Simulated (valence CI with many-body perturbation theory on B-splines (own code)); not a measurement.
**Pt73+: electric-dipole lines**

Method: valence CI with perturbative core correlation (CI+MBPT): three valence electrons over a frozen Dirac-Fock core [He], radial functions for each j: 11 s, 11 p, 10 d, 8 f, 5 g, 2 h, with the one-electron correlation potential Σ1, the two-electron term Σ2, the three-electron term Σ3, Breit, model QED; selected CI, second order for the rest, scaled by the run's own slope (own B-spline code, finite nucleus).

The last digits are not significant, and no measured levels were compared; by estimate large intervals hold to a few tenths of a per cent, small ones and those within an open d or f shell to about a per cent.

Lines 51 to 100 of 575 in falling wavelength, among levels below 17699 eV, chosen from the strongest by gf and those to the six lowest levels. Wavelengths and rates use the calculated energies. Electric multipoles are in the length gauge, E1 and E2 with the static RPA response of the core. Weak lines are less certain than strong ones. Lines between different terms over intervals too small for the method are left out, as are lines whose strength nearly cancels. The highest levels of a list are the least certain.

Levels are named by their leading jj configuration (3d3/2^4 stands for four electrons in 3d with j = 3/2), which in mixed levels can hold well under half, so a name can repeat and another be missing. Letters in brackets count levels of one name in rising energy.

```
λ vac (Å)                          Upper                          Lower   A (s⁻¹)  S (a.u.) with core polarisation  S without
    48.84             (2s^2 4d3/2) J=3/2             (2s^2 4p1/2) J=1/2  4.36e+11                         1.00e-01   1.00e-01
    48.72         (2s 2p1/2 4d3/2) J=5/2         (2s 2p1/2 4p1/2) J=3/2  4.01e+11                         1.37e-01   1.37e-01
    48.27         (2s 2p1/2 4p3/2) J=1/2        (2s 2p1/2 4s) J=1/2 [b]  3.84e+11                         4.26e-02   4.26e-02
    47.61     (2s 2p1/2 4d3/2) J=3/2 [b]         (2s 2p1/2 4p1/2) J=3/2  2.16e+11                         4.60e-02   4.60e-02
    47.50     (2s 2p1/2 4p3/2) J=3/2 [b]        (2s 2p1/2 4s) J=1/2 [b]  3.11e+11                         6.58e-02   6.58e-02
    47.38          (2p1/2^2 4p3/2) J=3/2             (2p1/2^2 4s) J=1/2  5.68e+11                         1.19e-01   1.19e-01
    46.43     (2s 2p1/2 4p3/2) J=3/2 [a]        (2s 2p1/2 4s) J=1/2 [a]  5.87e+11                         1.16e-01   1.16e-01
    46.10             (2s^2 4p3/2) J=3/2                (2s^2 4s) J=1/2  6.06e+11                         1.17e-01   1.17e-01
    45.87         (2s 2p1/2 4p3/2) J=5/2            (2s 2p1/2 4s) J=3/2  5.57e+11                         1.59e-01   1.59e-01
    45.70     (2s 2p1/2 4p3/2) J=3/2 [b]            (2s 2p1/2 4s) J=3/2  2.83e+11                         5.34e-02   5.34e-02
    41.63             (2s 2p1/2^2) J=1/2             (2s^2 2p1/2) J=1/2  2.94e+10                         2.09e-03   2.09e-03
    40.06          (2p1/2^2 2p3/2) J=3/2         (2s 2p1/2 2p3/2) J=1/2  1.59e+10                         2.02e-03   2.02e-03
    37.42         (2s 2p1/2 2p3/2) J=1/2             (2s^2 2p3/2) J=3/2  2.14e+10                         1.11e-03   1.11e-03
    37.22     (2s 2p1/2 2p3/2) J=3/2 [b]             (2s^2 2p3/2) J=3/2  1.55e+10                         1.58e-03   1.58e-03
    31.91          (2p1/2^2 2p3/2) J=3/2         (2s 2p1/2 2p3/2) J=5/2  8.77e+10                         5.63e-03   5.63e-03
    28.82          (2p1/2^2 2p3/2) J=3/2     (2s 2p1/2 2p3/2) J=3/2 [a]  2.30e+10                         1.09e-03   1.09e-03
    21.35  (2p1/2 2p3/2 3d3/2) J=5/2 [b]  (2p1/2 2p3/2 3p1/2) J=3/2 [b]  7.21e+11                         2.08e-02   2.08e-02
    21.20     (2s 2p1/2 3d3/2) J=3/2 [b]     (2s 2p1/2 3p1/2) J=1/2 [b]  6.99e+11                         1.31e-02   1.32e-02
    21.14  (2p1/2 2p3/2 3d3/2) J=3/2 [b]  (2p1/2 2p3/2 3p1/2) J=3/2 [b]  8.05e+11                         1.50e-02   1.50e-02
    21.06         (2s 2p1/2 3d3/2) J=1/2     (2s 2p1/2 3p1/2) J=1/2 [b]  1.06e+12                         9.75e-03   9.75e-03
    20.75  (2p1/2 2p3/2 3d3/2) J=1/2 [b]  (2p1/2 2p3/2 3p1/2) J=3/2 [b]  1.02e+12                         9.02e-03   9.02e-03
    20.70  (2p1/2 2p3/2 3d3/2) J=5/2 [a]      (2p1/2 2p3/2 3p1/2) J=5/2  2.46e+11                         6.47e-03   6.47e-03
    20.58     (2s 2p3/2 3d3/2) J=5/2 [a]         (2s 2p3/2 3p1/2) J=5/2  7.20e+11                         1.86e-02   1.86e-02
    20.57     (2s 2p3/2 3d3/2) J=3/2 [b]     (2s 2p3/2 3p1/2) J=3/2 [b]  5.22e+11                         8.96e-03   8.96e-03
    20.54     (2s 2p3/2 3d3/2) J=5/2 [a]     (2s 2p3/2 3p1/2) J=3/2 [a]  6.26e+11                         1.61e-02   1.61e-02
    20.52     (2s 2p3/2 3d3/2) J=3/2 [b]         (2s 2p3/2 3p1/2) J=1/2  6.85e+11                         1.17e-02   1.17e-02
    20.46     (2s 2p3/2 3d5/2) J=7/2 [b]         (2p1/2 2p3/2 3s) J=5/2  5.73e+11                         1.94e-02   1.94e-02
    20.41          (2p3/2^2 3d3/2) J=7/2          (2p3/2^2 3p1/2) J=5/2  1.39e+12                         4.67e-02   4.67e-02
    20.40      (2p3/2^2 3d3/2) J=3/2 [a]          (2p3/2^2 3p1/2) J=3/2  1.09e+12                         1.83e-02   1.83e-02
    20.39          (2p3/2^2 3d3/2) J=5/2          (2p3/2^2 3p1/2) J=5/2  7.35e+11                         1.85e-02   1.85e-02
    20.35     (2s 2p3/2 3d3/2) J=5/2 [b]     (2s 2p3/2 3p1/2) J=3/2 [b]  1.39e+12                         3.46e-02   3.46e-02
    20.35          (2p3/2^2 3p3/2) J=5/2             (2p3/2^2 3s) J=3/2  9.76e+11                         2.44e-02   2.44e-02
    20.34          (2p3/2^2 3d3/2) J=5/2          (2p3/2^2 3p1/2) J=3/2  6.51e+11                         1.62e-02   1.62e-02
    20.34      (2p3/2^2 3d3/2) J=3/2 [b]          (2p3/2^2 3p1/2) J=1/2  1.35e+12                         2.25e-02   2.25e-02
    20.32     (2s 2p3/2 3d3/2) J=3/2 [a]     (2s 2p3/2 3p1/2) J=3/2 [a]  1.11e+12                         1.85e-02   1.85e-02
    20.31  (2p1/2 2p3/2 3p3/2) J=3/2 [a]     (2p1/2 2p3/2 3s) J=3/2 [b]  8.13e+11                         1.34e-02   1.35e-02
    20.31          (2p3/2^2 3p3/2) J=1/2             (2p3/2^2 3s) J=3/2  2.04e+12                         1.69e-02   1.69e-02
    20.29  (2p1/2 2p3/2 3d3/2) J=3/2 [a]  (2p1/2 2p3/2 3p1/2) J=3/2 [a]  5.36e+11                         8.84e-03   8.84e-03
    20.27         (2s 2p3/2 3d3/2) J=7/2         (2s 2p3/2 3p1/2) J=5/2  1.34e+12                         4.42e-02   4.42e-02
    20.27  (2p1/2 2p3/2 3d3/2) J=5/2 [a]  (2p1/2 2p3/2 3p1/2) J=3/2 [a]  1.10e+12                         2.71e-02   2.71e-02
    20.25             (2s^2 3d3/2) J=3/2             (2s^2 3p1/2) J=1/2  1.35e+12                         2.21e-02   2.21e-02
    20.23          (2p1/2^2 3d3/2) J=3/2          (2p1/2^2 3p1/2) J=1/2  1.37e+12                         2.24e-02   2.24e-02
    20.21     (2s 2p1/2 3d3/2) J=3/2 [a]     (2s 2p1/2 3p1/2) J=1/2 [a]  1.32e+12                         2.16e-02   2.16e-02
    20.18          (2p3/2^2 3d3/2) J=1/2          (2p3/2^2 3p1/2) J=3/2  1.43e+12                         1.16e-02   1.16e-02
    20.15      (2p1/2 2p3/2 3d3/2) J=7/2      (2p1/2 2p3/2 3p1/2) J=5/2  1.38e+12                         4.47e-02   4.47e-02
    20.12     (2s 2p3/2 3d3/2) J=1/2 [a]     (2s 2p3/2 3p1/2) J=3/2 [a]  1.48e+12                         1.19e-02   1.19e-02
    20.12     (2s 2p3/2 3p3/2) J=3/2 [a]        (2s 2p3/2 3s) J=3/2 [a]  1.67e+12                         2.68e-02   2.68e-02
    20.11         (2s 2p1/2 3d3/2) J=5/2         (2s 2p1/2 3p1/2) J=3/2  1.36e+12                         3.28e-02   3.28e-02
    20.09  (2p1/2 2p3/2 3d3/2) J=3/2 [a]      (2p1/2 2p3/2 3p1/2) J=1/2  7.81e+11                         1.25e-02   1.25e-02
    19.98     (2s 2p1/2 3p3/2) J=3/2 [b]        (2s 2p1/2 3s) J=1/2 [b]  1.15e+12                         1.81e-02   1.81e-02
```
